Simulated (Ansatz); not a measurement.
Ge2H12Si3, SMILES `[SiH3][GeH2][SiH2][GeH2][SiH3]`. The species carries charge 0 and has multiplicity 1. Geometry: relaxed with PBE0-D4/def2-TZVP. It is one conformer, not always the lowest.

```xyz
17

Si   -1.754   -0.691   -1.910
Ge    0.523   -0.002   -1.935
Si    1.677   -0.943   -0.078
Ge    0.407   -0.523    1.891
Si   -0.180    1.780    2.001
H    -2.501   -0.126   -3.065
H    -1.832   -2.175   -1.964
H    -2.396   -0.228   -0.650
H     0.588    1.534   -1.833
H     1.190   -0.412   -3.262
H     1.844   -2.408   -0.285
H     3.028   -0.330    0.058
H     1.193   -0.935    3.150
H    -0.879   -1.371    1.842
H    -0.988    2.141    0.806
H    -0.972    2.075    3.224
H     1.051    2.613    2.012
```

What is the dipole moment at PBE/def2-TZVPP? (Estimate.)

Computed: 0.06 D, with components (0.05, -0.03, 0.00) D in this frame, pointing from negative to positive charge.

And with r2SCAN, B3LYP, ωB97M-V? (Estimate.)

Ansatz gave: r2SCAN 0.04 D, B3LYP 0.06 D, ωB97M-V 0.06 D.

Give the Mulliken charges with PBE, B3LYP, ωB97M-V in def2-TZVPP. (Best estimate.)

The calculation gave: 
```
atom    PBE  B3LYP  ωB97M-V
 Si1   0.08   0.14     0.07
 Ge2   0.06   0.02    -0.14
 Si3   0.02   0.09     0.08
 Ge4   0.06   0.02    -0.14
 Si5   0.08   0.14     0.07
  H6  -0.04  -0.05    -0.01
  H7  -0.03  -0.05    -0.01
  H8  -0.04  -0.05    -0.02
  H9   0.00   0.00     0.04
 H10   0.00   0.00     0.03
 H11  -0.04  -0.05     0.00
 H12  -0.04  -0.05     0.00
 H13   0.00   0.00     0.03
 H14   0.00   0.00     0.04
 H15  -0.04  -0.05    -0.02
 H16  -0.04  -0.05    -0.01
 H17  -0.03  -0.05    -0.01
```

B3LYP here is the variant with VWN-RPA as its local correlation; programs differ in this.
